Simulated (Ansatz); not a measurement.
A run for Ansatz (an electronic-structure program): R-RI-MP2/aug-cc-pV(T+d)Z on CH9AlN2 (a complex). Files ending in .json are basis or fitting sets from the Basis Set Exchange.

Ansatz 0.2 input:
```yaml
crystal:
  periodic: [false, false, false]
  atoms:
    - {symbol: C, position_ang: [-0.50060950, -0.40744734, 1.56201586]}
    - {symbol: N, position_ang: [-0.35294685, 0.28769917, 0.29149530]}
    - {symbol: Al, position_ang: [0.81695944, -0.00879326, -1.00557997]}
    - {symbol: H, position_ang: [-0.35640435, 0.25774005, 2.41985788]}
    - {symbol: H, position_ang: [0.24624773, -1.20005822, 1.63602003]}
    - {symbol: H, position_ang: [-1.48544535, -0.87618195, 1.66539196]}
    - {symbol: H, position_ang: [-1.03470934, 1.02621013, 0.18673627]}
    - {symbol: H, position_ang: [0.73648686, 0.91151431, -2.28393564]}
    - {symbol: H, position_ang: [1.86112229, -1.17196098, -0.79044003]}
    - {symbol: N, position_ang: [-0.07454182, 0.15972709, 5.43829091]}
    - {symbol: H, position_ang: [0.43951819, -0.55816743, 4.94065533]}
    - {symbol: H, position_ang: [-1.04025544, 0.10268985, 5.13596504]}
    - {symbol: H, position_ang: [0.28595664, 1.05602020, 5.13142582]}
basis:
  gaussian:
    orbitals: aug-cc-pV_T+d_Z.json
    fitting: {mean_field: def2-universal-JKFIT, correlation: aug-cc-pVTZ-RIFIT.json}
magnetization: {spin_polarized: false}
correlation: {method: mp2, electrons: outside_noble_gas}
scf: {lower_state_search: off}
```

Program output:

```
WARN ansatz: RAYON_NUM_THREADS=2 ignored (pool sized by the plan → 2); use --threads N
Functional definition: HF
these checks for a lower state are left out or cut short: stability, starts, cluster_reference, orbital_swaps, neighbouring_geometries, increment
integrals: 0.61 GiB planned
519 factors; integrals over basis functions are off by at most 1.2e0 eV
mean field: 0.98 GiB planned
mean field evaluation 1: about -10715.7477 eV, gradient 5.1e1 eV
mean field evaluation 2: about -10719.6713 eV, gradient 3.1e1 eV
mean field evaluation 4: about -10721.5651 eV, gradient 1.3e0 eV
mean field -10721.57006767 eV, -394.0104326457 hartree, gradient 2.0e-6 eV, S^2 0.000000; 0 other end points of the search recorded, 0 dependent functions left out
8 core orbitals not correlated
879 factors; their error is unknown
reference -10721.57006767 eV, -394.0104326457 hartree; 13, 13 occupied and 379, 379 virtual orbitals, 879 factors
second order -19.84231767 eV of doubles, -0.00000000 eV of singles
Total energy: -10741.41238535 eV, -394.7396243706 hartree
Checks for a lower state left out: stability, starts, cluster_reference, orbital_swaps, neighbouring_geometries, increment
```

The calculation finished and met its thresholds.

Cost: about 7 core-seconds (a rough figure).
